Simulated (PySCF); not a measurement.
## Correlation energy of C (carbon, neutral)

[He] 2s1 2p3, high-spin 5S determinant (an excited configuration). All numbers are calculated (PySCF 2.14, no relativity, point nucleus, in aug-cc-pwCVTZ). Frozen: nothing; 6 electrons correlated.

| level | correlation energy (mhartree) |
| --- | --- |
| CCSD | -82.20 |
| (T) | -0.52 |
| CCSD(T) | -82.72 |

Diagnostics: T1 = 0.0032, D1 = 0.0063, largest double amplitude 0.028.

Problem. Is a single reference adequate?

Solution. Yes: T1 lies below 0.03 and no double amplitude reaches 0.07.
